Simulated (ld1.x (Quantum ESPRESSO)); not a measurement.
## Ranking TM potentials for iodine

All share these settings but for the change named:

iodine, norm-conserving Troullier–Martins (Kleinman–Bylander form), made with ld1.x (Quantum ESPRESSO) 7.5 (PBE, scalar-relativistic). Core [Kr] 4d10, reference 5s2 5p2 (charge +3). Waves: 5s (bound): rc 1.30 bohr; 5p (bound): rc 1.75 bohr. Local part: all-electron potential smoothed inside 1.00 bohr (lloc = -2). Core correction: a·sin(br)/r model core inside 0.70 bohr.

Test errors are all-electron minus pseudo excitation energies from the reference, over 5s2 5p5; 5s2 5p4; 5s2 5p3; 5s2 5p1; 5s1 5p5; 5s2 5p5.3; 5s1 5p6. None of these files shows a bound ghost.

Of 8 variants that were run, those that failed, showed a ghost or another fault, or gave nearly equal values are left out.

**Question.** Rank these variants by their largest absolute test error, smallest first.
A. local potential all-electron potential smoothed inside 1.62 bohr (lloc = -2)
B. local potential all-electron potential smoothed inside 1.76 bohr (lloc = -2)
C. local potential all-electron potential smoothed inside 1.96 bohr (lloc = -2)

**Answer.** C (28.3 meV), B (46.3 meV), A (58.7 meV).
